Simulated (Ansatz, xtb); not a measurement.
# C6H5NO: 4 structures ranked

4 gas-phase structures of C6H5NO, from a drawn sample of its isomers (lower ones may exist). Each was relaxed with GFN2-xTB:

A. `N#CC1=COC=CC1`, a singlet
B. `Cc1ccc(C#N)o1`, a singlet
C. `C#CCc1ncco1`, a singlet
D. `Cc1cocc1C#N`, a singlet

**Question.** Make a reasoned guess at their ranking by r2SCAN-D4/def2-SVP single-point energy.

**Answer.** Calculated order at r2SCAN-D4/def2-SVP: B (0.000), D (0.061), A (0.718), C (1.633) eV.

Energies above the lowest of each column, in eV; the last columns are at B3LYP/def2-SVP geometries and were run for some of them only (a dash: not run or not comparable):

| structure | GFN2-xTB | HF/STO-3G | r2SCAN-D4/def2-SVP | B3LYP/def2-SVP | CCSD(T)/def2-SVP + ΔMP2/def2-TZVPP |
| --- | --- | --- | --- | --- | --- |
| B | 0.011 | 0.000 | 0.000 | 0.000 | 0.000 |
| D | 0.000 | 0.037 | 0.061 | 0.067 | 0.016 |
| A | 0.723 | 0.786 | 0.718 | 0.670 | 0.576 |
| C | 0.751 | 2.012 | 1.633 | – | – |

Every level run on B puts it lowest or level with the lowest. Flexible structures stand in one conformer each, not always the lowest. Frequencies (GFN2-xTB) were run for A, B, D alone. ΔMP2 is the change of the MP2 energy from the smaller to the larger basis.

Over these structures GFN2-xTB departs from r2SCAN-D4/def2-SVP by 0.325 eV on average once a common shift is removed. A GFN2-xTB relaxation took about 0.068 s and the r2SCAN-D4/def2-SVP energy about 1.8 s on a shared host (Ansatz 0.2.0, xtb 6.7.1).
